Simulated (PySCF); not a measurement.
FGaH₃NO, SMILES [NH2][Ga]([OH])[F]. Geometry optimised at PBE0-D3(BJ)/def2-SVP. Other conformers were not sampled.

Computed equilibrium geometry at PBE0-D3(BJ)/def2-SVP (PySCF confirms it by a frequency run) as Cartesian coordinates in Å (one conformer of several):
```xyz
7

Ga    -0.0131    -0.0031     0.0016
F      1.6927    -0.1992    -0.3585
O     -0.6082    -0.7165     1.5099
H      0.0808    -1.1614     2.0142
N     -1.0405     0.9377    -1.1222
H     -2.0467     0.9817    -1.0303
H     -0.7138     1.2363    -2.0315
```
